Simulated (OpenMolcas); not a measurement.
Ni4+ (d6) among equal point charges was computed by CASSCF with the d shell active (OpenMolcas, ANO-RCC-VDZP on the metal). Its lowest spin-free states, and all those of the highest spin:

```tsv
2S+1	Degeneracy	E (cm-1)
5	1	0.0
5	2	1847
5	1	9166
5	1	12523
3	1	30102
3	2	30192
3	1	30897
3	2	31092
3	1	31298
3	1	32497
3	2	33230
3	1	33475
```

Q: Is the site octahedral, tetrahedral or cube-like, axial, or of lower symmetry?

A: The states with 2S+1 = 5 have orbital degeneracies 1, 2, 1, 1. There are pairs but no triples, so the site is axial: not cubic, but with a proper or improper axis of order three or more. The run had Ni4+ among 4 point charges of -1.62 e arranged as a square (D4h), 1.74 Å from the ion.

Without dynamic correlation the repulsion within the d shell is too large (B by tens of per cent), so at a given field states of lower spin stand too high. Point charges give a weaker field than real ligands, and real ions of this kind are often low spin; the high spin found here belongs to the model. This is an electrostatic model: the charges have no orbitals. No measured value stands beside these numbers.
